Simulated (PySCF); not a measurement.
This PySCF input asks for the NMR shieldings of `CC[C@@H]1C=C([SiH3])C1`, C$_{6}$H$_{12}$Si; the geometry comes from GFN2-xTB.

```python
import basis_set_exchange as bse
import numpy as np
from pyscf import gto, dft
from pyscf.prop import nmr

atoms = """
C    -2.835589   -0.380565    0.090376
C    -1.697939    0.529103   -0.358952
C    -0.515884    0.472971    0.601400
C     0.727579    1.209704    0.186117
C     1.504444    0.120663    0.143919
Si    3.301755   -0.235137   -0.221760
C     0.369336   -0.801368    0.544759
H    -2.497706   -1.412335    0.154474
H    -3.200626   -0.078928    1.070215
H    -3.663207   -0.332579   -0.613628
H    -2.056862    1.560032   -0.416210
H    -1.361858    0.237034   -1.356806
H    -0.854418    0.716404    1.613156
H     0.901106    2.254429   -0.004160
H     3.382341   -1.190041   -1.331707
H     3.918692   -0.828998    0.968853
H     3.984121    1.009009   -0.577472
H     0.079857   -1.522551   -0.217648
H     0.505055   -1.317597    1.494150
"""
names = dict.fromkeys(["C", "Si", "H"], "pcSseg-1")
basis = {el: gto.basis.parse(bse.get_basis(n, elements=[el], fmt="nwchem")) for el, n in names.items()}
mol = gto.M(atom=atoms, basis=basis, charge=0, verbose=0)
mf = dft.RKS(mol, xc="PBE0")
mf.grids.level = 2
mf.grids.alignment = dft.numint.BLKSIZE   # the property module wants whole blocks of grid points
mf.conv_tol = 1e-9
mf.kernel()

calc = nmr.RKS(mf)   # GIAO
C = mf.mo_coeff
Co = C[:, mf.mo_occ > 0]
resp = mf.gen_response(singlet=True, hermi=2)
def vind(x):   # induced exchange potential for any number of trial vectors
    d = np.einsum("pi,xij,qj->xpq", C, 2 * x.reshape(-1, C.shape[1], Co.shape[1]), Co, optimize=True)
    return np.einsum("xpq,pi,qj->xij", resp(d - d.transpose(0, 2, 1)), C, Co, optimize=True).ravel()
mo1, _ = nmr.rhf.solve_mo1(calc, with_cphf=vind)
sigma = calc.kernel(mo1)
for i, s in enumerate(sigma):   # ppm
    print("%2d %-2s %9.2f" % (i, mol.atom_pure_symbol(i), np.trace(s) / 3))
```

Q: Give the expected output.

A: 
```
 0 C     172.57
 1 C     154.79
 2 C     136.21
 3 C      17.98
 4 C      36.15
 5 Si    437.70
 6 C     145.71
 7 H      30.74
 8 H      30.90
 9 H      30.56
10 H      29.95
11 H      30.60
12 H      28.99
13 H      24.50
14 H      27.63
15 H      27.63
16 H      27.63
17 H      29.60
18 H      28.95
```

These numbers come from an equivalent density-fitted implementation of the same equations, which agrees with the script to about 0.01 ppm for H and up to a few tenths of a ppm for heavy atoms, so last digits may differ.

Q: Turn these shieldings into chemical shifts. δ = σ(ref) − σ, references computed at the same level: 13C (σref 186.93), 29Si (σref 349.16), 1H (σref 31.72) vs TMS.

A: Averaging equivalent atoms: C 3: 168.9; C 4: 150.8; C 2: 50.7; C 6: 41.2; C 1: 32.1; C 0: 14.4; Si 5: -88.5; H 13: 7.22; H 14/15/16: 4.09; H 18: 2.77; H 12: 2.73; H 17: 2.11; H 10: 1.77; H 11: 1.12; H 7/8/9: 0.98 ppm. 

Size and cost of the density-fitted run: 186 basis functions, 53 s wall time on 1 thread of an Arm Neoverse N1, shared host; peak memory 0.84 GiB.
